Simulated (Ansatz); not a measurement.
A nudged elastic band was laid between two geometries of CH$_{4}$BClF$_{2}$SiSn (11 atoms, charge 0, multiplicity 1).

Theory: RHF/def2-SVP (Ansatz 0.2.0).

| Item | Value |
| --- | --- |
| movable images | 5 |
| climbing image | yes |
| spring | 5.0 eV/Å² |
| optimiser | quadratic models (default) |
| start path | IDPP |
| force threshold | 0.05 eV/Å |
| iteration limit | 60 |
| end points | relaxed |

First end point:

```xyz
11
Properties=species:S:1:pos:R:3
F -2.817 -1.715 1.646
B -1.883 -0.822 1.470
Cl -1.703 0.411 2.721
Sn -0.518 -0.855 -0.341
Si 1.851 0.014 -0.342
C 0.394 1.149 -0.768
F 0.334 1.729 -1.997
H -1.026 -1.749 -1.692
H 2.639 -0.399 -1.518
H 2.688 0.321 0.836
H 0.107 1.859 0.007
```

Last end point:

```xyz
11
Properties=species:S:1:pos:R:3
F -1.707 0.159 2.434
B -1.861 -0.754 1.514
Cl -3.137 -1.945 1.766
Sn -0.494 -0.781 -0.296
Si 1.888 0.054 -0.334
C 0.441 1.205 -0.760
F 0.373 1.766 -1.997
H -1.017 -1.683 -1.634
H 2.662 -0.386 -1.510
H 2.737 0.372 0.832
H 0.180 1.935 0.006
```

Q: Which bonds break or form, and what moves?

A: No bond is made or broken. The dihedral Cl3–B2–Sn4–C6 goes from -23 to 157°.

Q: What energy profile does the band end with?

A: The forces met the threshold. The highest image is number 3 of 0 to 6, 0.107 eV above the first end and 0.104 eV above the last; the last end lies 0.003 eV above the first. A vibrational analysis at the climbing image gives no mode beyond 40i cm⁻¹: the surface is too flat there to confirm a saddle point.

| image | path coordinate (Å) | energy (eV) | dihedral Cl3–B2–Sn4–C6 (°) |
| --- | --- | --- | --- |
| 0 | 0.00 | 0.000 | -23 |
| 1 | 0.92 | 0.029 | -53 |
| 2 | 1.84 | 0.081 | -84 |
| 3 | 2.75 | 0.107 | -115 |
| 4 | 3.66 | 0.079 | -144 |
| 5 | 4.56 | 0.027 | -173 |
| 6 | 5.46 | 0.003 | 157 |

Q: What is the geometry of the highest image?

A: 
```xyz
11
Properties=species:S:1:pos:R:3
F -2.944 -0.722 1.507
B -1.693 -1.074 1.620
Cl -1.179 -1.674 3.194
Sn -0.285 -0.900 -0.172
Si 1.812 0.470 -0.424
C 0.109 1.172 -0.919
F -0.111 1.531 -2.214
H -0.587 -2.034 -1.403
H 2.659 0.092 -1.570
H 2.573 1.152 0.644
H -0.290 1.929 -0.243
```

Time of the run: 4.8 min on 2 threads of Arm Neoverse V1, on a shared host, peak memory 0.43 GiB.
